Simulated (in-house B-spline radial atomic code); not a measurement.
Checks on a self-consistent run for the chromium ion Cr⁸⁺, [Ne] 3s2 3p(2 up, 2 down). Level of theory: non-relativistic Hartree-Fock, spin-polarised, averaged over the determinants with the given up and down occupations, point nucleus; calculated with a radial B-spline atomic code at the basis-set limit.

| orbital | q | ε (Eh) | <1/r> | <r²> |
| --- | --- | --- | --- | --- |
| 1s up | 1 | -227.21505 | 23.5271 | 0.00551968 |
| 1s down | 1 | -227.21505 | 23.5271 | 0.00551968 |
| 2s up | 1 | -32.99019 | 5.03284 | 0.100964 |
| 2s down | 1 | -32.99019 | 5.03284 | 0.100964 |
| 2p up | 3 | -28.91589 | 4.94222 | 0.0823923 |
| 2p down | 3 | -28.91589 | 4.94222 | 0.0823923 |
| 3s up | 1 | -8.97859 | 1.70596 | 0.770088 |
| 3s down | 1 | -8.97859 | 1.70596 | 0.770088 |
| 3p up | 2 | -7.75525 | 1.62749 | 0.80545 |
| 3p down | 2 | -7.75525 | 1.62749 | 0.80545 |

Electron-electron repulsion V_ee = 278.3040 hartree, kinetic energy T = 1021.1880 hartree.

(1) What total energy follows from the eigenvalues?

(2) What is the virial ratio?

(3) What diamagnetic shielding (Lamb formula) and susceptibility (Langevin formula) do the radii give?

Results:

(1) The eigenvalues count the repulsion twice, so E = Σqε - V_ee = -742.884 - 278.304 = -1021.188 hartree; the run printed -1021.188.

(2) -V/T = (T - E)/T = 2.000000; at the Hartree-Fock limit it is 2.

(3) σ = (α²/3)Σq<1/r> = 96.695/(3·137.036²) = 1716.4 ppm, and χ = -0.79199×10⁻⁶·Σq<r²> = -4.332×10⁻⁶ cm³/mol with Σq<r²> = 5.4693 bohr². Both are non-relativistic formulas without the paramagnetism of open shells.
